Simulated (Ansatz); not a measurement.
Calculated with Ansatz (gas phase, PBE0-D4/def2-TZVP geometries, no zero-point term in ΔE). CCSD(T)/CBS is the MP2 limit (def2-TZVPP, def2-QZVPP) plus CCSD(T) − MP2 in def2-TZVPP, frozen cores. This one scheme is used for every species. DFT in def2-TZVPP. HSE06 is defined as in plane-wave codes. For Ge outer-core shells are correlated without core-valence functions, which leaves a few kJ/mol of doubt a bond. Scalar relativity is left out up to krypton. One conformer a species, not always the lowest.

Consider the cleavage of the Al–Ge bond: `[Cl][Al]([Cl])[GeH3]` + CH₃SH → `C[S][Al]([Cl])[Cl]` + GeH₄.

```tsv
level	ΔE (kcal/mol)
PBE0-D4	-16.6
HSE06-D4	-16.6
```

(1) What does CCSD(T)/CBS give? (Best estimate.)

Largest T1 diagnostic among the species: 0.012.

Results:

(1) The calculation gave: -17.6 kcal/mol. The listed levels differ from it by 1.0, 1.0 kcal/mol.

Leaving LDA and LC-ωPBE aside and taking each functional with its dispersion term where it has one, the values, not all of them listed here, spread over 3.7 kcal/mol, from B97M-V to PBE-D4. LDA lies −1.1 kcal/mol from PBE without D4. The D4 term adds −1.3 kcal/mol with B3LYP and −0.7 kcal/mol with PBE0; it sums over pairs of atoms, weighted by their polarisabilities, and B3LYP, whose exchange is more repulsive, gets the larger term. From PBE to PBE0 (25 % exact exchange), in def2-TZVPP and without D4, ΔE moves by −0.7 kcal/mol.

B3LYP here is the variant with VWN-RPA as its local correlation; programs differ in this.
